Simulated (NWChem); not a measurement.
A series in which one site is exchanged, each optimised at PBE0/def2-SVP with NWChem, gas phase unless a solvent is named. Some are not confirmed as minima by frequencies. def2 effective core potentials on In, I; no spin-orbit coupling.

A: [Cl][InH2] (InH2Cl; site = Cl)
B: [Br][InH2] (InH2Br; site = Br)
C: [InH3] (InH₃; site = H)
D: [InH2][I] (InH2I; site = I)

Q: Rank them by static polarisability, CAM-B3LYP/def2-SVPD (bohr³), lowest first.

A: C (41.4), A (51.9), B (60.8), D (75.9)
